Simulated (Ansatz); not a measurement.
Coupled-cluster diagnostics for the cluster K₂S⁺ (the lowest doublet isomer of a short search), Ansatz.

Geometry of the doublet (PBE-D4/def2-TZVP):

```xyz
3

K     0.485   -2.290    1.813
K    -0.490    2.286   -1.817
S     0.004    0.004    0.004
```

Correlated methods freeze 15 core orbitals; core or outer-core shells of K are correlated, in sets that lack core-valence functions. The structure comes from a short search, and lower isomers may exist.

Geometry of the charge 1 quartet (PBE-D4/def2-TZVP):

```xyz
3

K    -3.8334   -0.3286    0.4647
K     3.8330    0.3318   -0.4652
S     0.0004   -0.0032    0.0006
```

Q: Estimate the CCSD(T) correlation energy, the shares of MP2 and (T), T1 and the reference's ⟨S²⟩ for: charge 1, doublet, own geometry in def2-TZVPP; charge 1, quartet, own geometry in def2-TZVPP; and the rough time on 4 threads of Arm Neoverse V2 on a shared host.

A: 
| state | basis | correlation (eV) | MP2 share (%) | (T) share (%) | T1 | ⟨S²⟩ (pure) | wall time | remarks |
| --- | --- | --- | --- | --- | --- | --- | --- | --- |
| charge 1, doublet, own geometry | def2-TZVPP | -13.993 | 89.5 | 2.1 | 0.006 | 0.76 (0.75) | 5.5 s | – |
| charge 1, quartet, own geometry | def2-TZVPP | -13.260 | 88.6 | 1.9 | 0.012 | 3.76 (3.75) | 8.5 s | flagged by the program |
Customary marks for T1 are 0.02 (closed shells), 0.045 (open shells) and about 0.05 (3d metals). T1 stays under 0.02 throughout.
